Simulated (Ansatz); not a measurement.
C₃H₁₁NO₃Zr, SMILES `CC[N](C)[Zr]([OH])([OH])[OH]`, 19 atoms. Total charge 0; spin multiplicity 1. Correlated methods include outer-core shells of Zr, which these sets cover unevenly. Zr takes the def2 core potential. Hardware: A = 4 threads of an AMD EPYC 7R13 on a shared host; B = 4 threads of an AMD EPYC 7R13 on a shared host and a share of an NVIDIA H100 80 GB. Correlated methods freeze the cores.

Question: Give the basis size and wall time and peak host memory of each of these runs in Ansatz. RKS revPBE-D4/def2-TZVPP energy [B]; RKS PBE0-D4/def2-QZVPP energy [B]; RHF-CCSD(T)/def2-SVP energy [B]; RKS BHLYP-D4/def2-TZVPP energy [B]; RHF-CCSD(T)/def2-TZVPP energy [B]; RKS PBE0-D4/def2-TZVP relaxation (29 steps) [B]; direct RPA on PBE orbitals/def2-TZVPP energy [B]; RKS r2SCAN0-D4/def2-TZVPP energy [B]; RKS PBE0-D4/def2-SVP energy [A]; RKS ωB97M-V/def2-QZVPP energy [B]; RKS PBE-QIDH (frozen core)/def2-TZVPP energy [B]; RHF-MP2/def2-QZVPP energy [B]. (Estimate.)

Answer: Ansatz gave: Other jobs shared the machine, so times are rough.

```tsv
level	job	functions	wall time	peak host memory (GiB)
RKS PBE0-D4/def2-SVP	energy [A]	184	3.2 s	0.83
RKS BHLYP-D4/def2-TZVPP	energy [B]	427	4 s	0.93
RKS r2SCAN0-D4/def2-TZVPP	energy [B]	427	4.5 s	0.97
RKS revPBE-D4/def2-TZVPP	energy [B]	427	4.6 s	0.93
RKS PBE-QIDH (frozen core)/def2-TZVPP	energy [B]	427	6.5 s	2
RHF-CCSD(T)/def2-SVP	energy [B]	184	8 s	0.83
RHF-MP2/def2-QZVPP	energy [B]	810	8.5 s	1.5
direct RPA on PBE orbitals/def2-TZVPP	energy [B]	427	11 s	2
RKS PBE0-D4/def2-QZVPP	energy [B]	810	12 s	1.4
RKS ωB97M-V/def2-QZVPP	energy [B]	810	18 s	1.5
RHF-CCSD(T)/def2-TZVPP	energy [B]	427	62 s	0.91
RKS PBE0-D4/def2-TZVP	relaxation (29 steps) [B]	323	120 s	0.98
```
